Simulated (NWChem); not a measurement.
System: AlHOCl$_{2}$; SMILES [OH][Al]([Cl])[Cl]

Excerpt of the output:

```
             Northwest Computational Chemistry Package (NWChem) 7.3.0
             --------------------------------------------------------

 C2V symmetry detected

                             Geometry "geometry" -> ""
                             -------------------------

 Output coordinates in angstroms (scale by  1.889725989 to convert to a.u.)

  No.       Tag          Charge          X              Y              Z
 ---- ---------------- ---------- -------------- -------------- --------------
    1 Al                  13.0000     0.00000000     0.00000000     0.31074360
    2 Cl                  17.0000    -1.78045135     0.00000000    -0.66297732
    3 Cl                  17.0000     1.78045135     0.00000000    -0.66297732
    4 O                    8.0000     0.00000000     0.00000000     1.95071960
    5 H                    1.0000     0.00000000     0.00000000     2.89580509

 Effective nuclear repulsion energy (a.u.)     248.9395247741

      Symmetry information
      --------------------

 Group name             C2v
 Group number             16
 Group order               4
 No. of unique centers     4

                                Z-matrix (autoz)
                                --------

 Units are Angstrom for bonds and degrees for angles

      Type          Name      I     J     K     L     M      Value
      ----------- --------  ----- ----- ----- ----- ----- ----------
    1 Stretch                  1     2                       2.02932
    2 Stretch                  1     3                       2.02932
    3 Stretch                  1     4                       1.63998
    4 Stretch                  4     5                       0.94509
    5 Bend                     2     1     3               122.65189
    6 Bend                     2     1     4               118.67405
    7 Bend                     3     1     4               118.67405
    8 Bend                     5     1     2               118.67405
    9 Bend                     5     1     3               118.67405
   10 Torsion                  1     2     4     5         180.00000
   11 Torsion                  1     3     4     5         180.00000
   12 Torsion                  3     2     1     4         180.00000
   13 Torsion                  2     3     1     4         180.00000

  pbe96 is a nonlocal functional; adding pw91lda local functional.

                           NWChem Geometry Optimization
                           ----------------------------

[...]

      ----------------------
      Optimization converged
      ----------------------

  Step       Energy      Delta E   Gmax     Grms     Xrms     Xmax
  ---- ---------------- -------- -------- -------- -------- --------
@    7   -1237.82858711 -5.2D-08  0.00001  0.00000  0.00003  0.00006
                                     ok       ok       ok       ok

                                Z-matrix (autoz)
                                --------

 Units are Angstrom for bonds and degrees for angles

      Type          Name      I     J     K     L     M      Value     Gradient
      ----------- --------  ----- ----- ----- ----- ----- ---------- ----------
    1 Stretch                  1     2                       2.09805   -0.00000
    2 Stretch                  1     3                       2.09805   -0.00000
    3 Stretch                  1     4                       1.65828   -0.00001
    4 Stretch                  4     5                       0.95578   -0.00001
    5 Bend                     2     1     3               118.38590    0.00000
    6 Bend                     2     1     4               120.80705   -0.00000
    7 Bend                     3     1     4               120.80705   -0.00000
    8 Bend                     5     1     2               120.80705   -0.00000
    9 Bend                     5     1     3               120.80705   -0.00000
   10 Torsion                  1     2     4     5         180.00000    0.00000
   11 Torsion                  1     3     4     5         180.00000    0.00000
   12 Torsion                  3     2     1     4         180.00000    0.00000
   13 Torsion                  2     3     1     4         180.00000    0.00000

                         Geometry "geometry" -> "geometry"
                         ---------------------------------

 Output coordinates in angstroms (scale by  1.889725989 to convert to a.u.)

  No.       Tag          Charge          X              Y              Z
 ---- ---------------- ---------- -------------- -------------- --------------
    1 Al                  13.0000     0.00000000     0.00000000     0.34160149
    2 Cl                  17.0000    -1.80201217     0.00000000    -0.73291392
    3 Cl                  17.0000     1.80201217     0.00000000    -0.73291392
    4 O                    8.0000     0.00000000     0.00000000     1.99987764
    5 H                    1.0000     0.00000000     0.00000000     2.95566237

 Effective nuclear repulsion energy (a.u.)     242.5185750144

      Symmetry information
      --------------------

 Group name             C2v
 Group number             16
 Group order               4
 No. of unique centers     4

                Final and change from initial internal coordinates
                --------------------------------------------------

                                Z-matrix (autoz)
                                --------

 Units are Angstrom for bonds and degrees for angles

[...]

 Rotational Constants
 --------------------
 A=   0.149114 cm-1  (  0.214536 K)
 B=   0.074229 cm-1  (  0.106797 K)
 C=   0.049559 cm-1  (  0.071302 K)

 Temperature                      =   298.15K
 frequency scaling parameter      =   1.0000

 Zero-Point correction to Energy  =    9.463 kcal/mol  (  0.015080 au)
 Thermal correction to Energy     =   12.596 kcal/mol  (  0.020073 au)
 Thermal correction to Enthalpy   =   13.188 kcal/mol  (  0.021017 au)

 Total Entropy                    =   74.058 cal/mol-K
   - Translational                =   40.089 cal/mol-K (mol. weight = 113.9220)
   - Rotational                   =   26.088 cal/mol-K (symmetry #  =        2)
   - Vibrational                  =    7.881 cal/mol-K

 Cv (constant volume heat capacity) =   14.292 cal/mol-K
   - Translational                  =    2.979 cal/mol-K
   - Rotational                     =    2.979 cal/mol-K
   - Vibrational                    =    8.333 cal/mol-K

[normal modes left out]

 ----------------------------------------------------------------------------
 Normal Eigenvalue ||           Projected Infra Red Intensities
  Mode   [cm**-1]  || [atomic units] [(debye/angs)**2] [(KM/mol)] [arbitrary]
 ------ ---------- || -------------- ----------------- ---------- -----------
    1     -388.208 ||    0.133293           3.075       129.940      21.634
    2     -104.640 ||    0.166602           3.844       162.412      27.040
    3       -0.000 ||    0.000061           0.001         0.060       0.010
    4       -0.000 ||    0.000272           0.006         0.265       0.044
    5       -0.000 ||    0.000401           0.009         0.391       0.065
    6       -0.000 ||    0.001703           0.039         1.660       0.276
    7       -0.000 ||    0.000237           0.005         0.231       0.038
    8       -0.000 ||    0.000270           0.006         0.263       0.044
    9      154.008 ||    0.007281           0.168         7.098       1.182
   10      213.956 ||    0.001472           0.034         1.435       0.239
   11      231.613 ||    0.006211           0.143         6.055       1.008
   12      433.703 ||    0.012925           0.298        12.600       2.098
   13      612.023 ||    0.166894           3.850       162.697      27.087
   14      959.965 ||    0.154357           3.561       150.475      25.052
   15     4017.314 ||    0.272228           6.281       265.381      44.183
 ----------------------------------------------------------------------------

 ===============================================================================
      Negative Nuclear Hessian Mode    1  Eigenvalue =   -388.21 cm**(-1)
 -------------------------------------------------------------------------------
   Raw step length:  0.476 angstroms ;  The Raw step for this mode is:
    1 Al                  13.0000     0.00664036     0.00000002     0.00000000
    2 Cl                  17.0000     0.00359848    -0.00000000     0.00420136
    3 Cl                  17.0000     0.00359847    -0.00000000    -0.00420136
    4 O                    8.0000    -0.05672298    -0.00000000    -0.00000000
    5 H                    1.0000     0.47274344    -0.00000010    -0.00000001

  Geometry after  100.0% step for mode  1; Step length =  0.476 angstroms
   Maximum component (any atom: x,y, or z) displacement:  0.893
    1 Al                  13.0000     0.00664036     0.00000002     0.34160149
    2 Cl                  17.0000    -1.79841369    -0.00000000    -0.72871256
    3 Cl                  17.0000     1.80561064    -0.00000000    -0.73711527
    4 O                    8.0000    -0.05672298    -0.00000000     1.99987764
    5 H                    1.0000     0.47274344    -0.00000010     2.95566236

  Geometry after -100.0% step for mode  1; Step length =  0.476 angstroms
   Maximum component (any atom: x,y, or z) displacement:  0.893
    1 Al                  13.0000    -0.00664036    -0.00000002     0.34160149
    2 Cl                  17.0000    -1.80561064     0.00000000    -0.73711527
    3 Cl                  17.0000     1.79841370     0.00000000    -0.72871256
    4 O                    8.0000     0.05672298     0.00000000     1.99987764
    5 H                    1.0000    -0.47274344     0.00000010     2.95566237

  Geometry after   50.0% step for mode  1; Step length =  0.238 angstroms
   Maximum component (any atom: x,y, or z) displacement:  0.447
    1 Al                  13.0000     0.00332018     0.00000001     0.34160149
    2 Cl                  17.0000    -1.80021293    -0.00000000    -0.73081324
    3 Cl                  17.0000     1.80381140    -0.00000000    -0.73501460
    4 O                    8.0000    -0.02836149    -0.00000000     1.99987764
    5 H                    1.0000     0.23637172    -0.00000005     2.95566236

  Geometry after  -50.0% step for mode  1; Step length =  0.238 angstroms
   Maximum component (any atom: x,y, or z) displacement:  0.447
    1 Al                  13.0000    -0.00332018    -0.00000001     0.34160149
    2 Cl                  17.0000    -1.80381141     0.00000000    -0.73501460
    3 Cl                  17.0000     1.80021293     0.00000000    -0.73081324
    4 O                    8.0000     0.02836149     0.00000000     1.99987764
    5 H                    1.0000    -0.23637172     0.00000005     2.95566237

  Geometry after   22.4% step for mode  1; Step length =  0.107 angstroms
   Maximum component (any atom: x,y, or z) displacement:  0.200
    1 Al                  13.0000     0.00148661     0.00000000     0.34160149
    2 Cl                  17.0000    -1.80120656    -0.00000000    -0.73197334
    3 Cl                  17.0000     1.80281777    -0.00000000    -0.73385450
    4 O                    8.0000    -0.01269886    -0.00000000     1.99987764
    5 H                    1.0000     0.10583545    -0.00000002     2.95566236

  Geometry after  -22.4% step for mode  1; Step length =  0.107 angstroms
   Maximum component (any atom: x,y, or z) displacement:  0.200
    1 Al                  13.0000    -0.00148661    -0.00000000     0.34160149
    2 Cl                  17.0000    -1.80281778     0.00000000    -0.73385450
    3 Cl                  17.0000     1.80120656     0.00000000    -0.73197334
    4 O                    8.0000     0.01269886     0.00000000     1.99987764
    5 H                    1.0000    -0.10583545     0.00000002     2.95566237

  Geometry after   11.2% step for mode  1; Step length =  0.053 angstroms
   Maximum component (any atom: x,y, or z) displacement:  0.100
    1 Al                  13.0000     0.00074331     0.00000000     0.34160149
    2 Cl                  17.0000    -1.80160936    -0.00000000    -0.73244363
    3 Cl                  17.0000     1.80241497    -0.00000000    -0.73338421
    4 O                    8.0000    -0.00634943    -0.00000000     1.99987764
    5 H                    1.0000     0.05291772    -0.00000001     2.95566236

  Geometry after  -11.2% step for mode  1; Step length =  0.053 angstroms
   Maximum component (any atom: x,y, or z) displacement:  0.100
    1 Al                  13.0000    -0.00074331    -0.00000000     0.34160149
    2 Cl                  17.0000    -1.80241497     0.00000000    -0.73338421
    3 Cl                  17.0000     1.80160936     0.00000000    -0.73244363
    4 O                    8.0000     0.00634943     0.00000000     1.99987764
    5 H                    1.0000    -0.05291772     0.00000001     2.95566237

 ===============================================================================
      Negative Nuclear Hessian Mode    2  Eigenvalue =   -104.64 cm**(-1)
 -------------------------------------------------------------------------------
   Raw step length:  0.460 angstroms ;  The Raw step for this mode is:
    1 Al                  13.0000     0.00000001     0.02634180    -0.00000000
    2 Cl                  17.0000     0.00000000    -0.00386806     0.00000001
    3 Cl                  17.0000     0.00000000    -0.00386806    -0.00000000
    4 O                    8.0000    -0.00000002    -0.05625945    -0.00000000
    5 H                    1.0000     0.00000002     0.45607717    -0.00000000

  Geometry after  100.0% step for mode  2; Step length =  0.460 angstroms
   Maximum component (any atom: x,y, or z) displacement:  0.862
    1 Al                  13.0000     0.00000001     0.02634180     0.34160149
    2 Cl                  17.0000    -1.80201217    -0.00386806    -0.73291391
    3 Cl                  17.0000     1.80201217    -0.00386806    -0.73291392
    4 O                    8.0000    -0.00000002    -0.05625945     1.99987764
    5 H                    1.0000     0.00000002     0.45607717     2.95566236

  Geometry after -100.0% step for mode  2; Step length =  0.460 angstroms
   Maximum component (any atom: x,y, or z) displacement:  0.862
    1 Al                  13.0000    -0.00000001    -0.02634180     0.34160149
    2 Cl                  17.0000    -1.80201217     0.00386806    -0.73291392
    3 Cl                  17.0000     1.80201216     0.00386806    -0.73291391
    4 O                    8.0000     0.00000002     0.05625945     1.99987764
    5 H                    1.0000    -0.00000002    -0.45607717     2.95566237

  Geometry after   50.0% step for mode  2; Step length =  0.230 angstroms
   Maximum component (any atom: x,y, or z) displacement:  0.431
    1 Al                  13.0000     0.00000000     0.01317090     0.34160149
    2 Cl                  17.0000    -1.80201217    -0.00193403    -0.73291391
    3 Cl                  17.0000     1.80201217    -0.00193403    -0.73291392
    4 O                    8.0000    -0.00000001    -0.02812972     1.99987764
    5 H                    1.0000     0.00000001     0.22803858     2.95566236

  Geometry after  -50.0% step for mode  2; Step length =  0.230 angstroms
   Maximum component (any atom: x,y, or z) displacement:  0.431
    1 Al                  13.0000    -0.00000000    -0.01317090     0.34160149
    2 Cl                  17.0000    -1.80201217     0.00193403    -0.73291392
    3 Cl                  17.0000     1.80201217     0.00193403    -0.73291392
    4 O                    8.0000     0.00000001     0.02812972     1.99987764
    5 H                    1.0000    -0.00000001    -0.22803858     2.95566237

  Geometry after   23.2% step for mode  2; Step length =  0.107 angstroms
   Maximum component (any atom: x,y, or z) displacement:  0.200
    1 Al                  13.0000     0.00000000     0.00611277     0.34160149
    2 Cl                  17.0000    -1.80201217    -0.00089761    -0.73291392
    3 Cl                  17.0000     1.80201217    -0.00089761    -0.73291392
    4 O                    8.0000    -0.00000000    -0.01305534     1.99987764
    5 H                    1.0000     0.00000000     0.10583545     2.95566236

  Geometry after  -23.2% step for mode  2; Step length =  0.107 angstroms
   Maximum component (any atom: x,y, or z) displacement:  0.200
    1 Al                  13.0000    -0.00000000    -0.00611277     0.34160149
    2 Cl                  17.0000    -1.80201217     0.00089761    -0.73291392
    3 Cl                  17.0000     1.80201217     0.00089761    -0.73291392
    4 O                    8.0000     0.00000000     0.01305534     1.99987764
    5 H                    1.0000    -0.00000000    -0.10583545     2.95566237

  Geometry after   11.6% step for mode  2; Step length =  0.053 angstroms
   Maximum component (any atom: x,y, or z) displacement:  0.100
    1 Al                  13.0000     0.00000000     0.00305639     0.34160149
    2 Cl                  17.0000    -1.80201217    -0.00044880    -0.73291392
    3 Cl                  17.0000     1.80201217    -0.00044880    -0.73291392
    4 O                    8.0000    -0.00000000    -0.00652767     1.99987764
    5 H                    1.0000     0.00000000     0.05291772     2.95566237

  Geometry after  -11.6% step for mode  2; Step length =  0.053 angstroms
   Maximum component (any atom: x,y, or z) displacement:  0.100
    1 Al                  13.0000    -0.00000000    -0.00305639     0.34160149
    2 Cl                  17.0000    -1.80201217     0.00044880    -0.73291392
    3 Cl                  17.0000     1.80201217     0.00044880    -0.73291392
    4 O                    8.0000     0.00000000     0.00652767     1.99987764
    5 H                    1.0000    -0.00000000    -0.05291772     2.95566237
```

Level: PBE-D3(BJ)/def2-SVP. The optimisation ended at a saddle point (imaginary frequency).

Task: Reconstruct the input file.

Result: One answer among several that fit: the input that was run:
```
start job
memory heap 200 mb stack 900 mb global 1100 mb
geometry units angstroms
  Al     0.280817    -0.099701     0.183335
  Cl    -1.348186    -1.309661     0.162408
  Cl     0.346632     1.665295    -0.815987
  O      1.597265    -0.567277     1.042322
  H      2.356157    -0.836074     1.537315
end
basis spherical
  * library def2-svp
end
dft
  xc xpbe96 cpbe96
  disp vdw 4
  iterations 150
end
driver
  maxiter 120
end
task dft optimize
task dft freq
```
